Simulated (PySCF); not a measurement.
## Effect of structural changes

The calculation used quadratic response CAM-B3LYP/aug-cc-pVDZ first hyperpolarisability, Taylor convention, gas phase in PySCF. Geometry: PBE0-D3(BJ)/def2-SVP.

Each molecule in one low-energy conformer.

The calculation is non-relativistic, which matters for the atoms heavier than Zn.

Question: How does the norm of the vector part βᵢ = ⅓ Σⱼ (βᵢⱼⱼ + βⱼᵢⱼ + βⱼⱼᵢ) of the static first hyperpolarisability change along this series?
- FC(F)(F)c1ccc(Cl)cc1 (H on C replaced by Cl)
- FC(F)(F)c1ccc(Br)cc1 (H on C replaced by Br)
- Fc1ccc(C(F)(F)F)cc1 (H on C replaced by F)

Answer: 
```tsv
molecule	static β vector norm (au)	static β HRS (au)	S1 (eV)
FC(F)(F)c1ccc(Cl)cc1	46	41	5.28
FC(F)(F)c1ccc(Br)cc1	24	43	5.25
Fc1ccc(C(F)(F)F)cc1	53	41	5.39
```
The norm of the vector part βᵢ = ⅓ Σⱼ (βᵢⱼⱼ + βⱼᵢⱼ + βⱼⱼᵢ) of the static first hyperpolarisability is lowest for FC(F)(F)c1ccc(Br)cc1 and highest for Fc1ccc(C(F)(F)F)cc1.
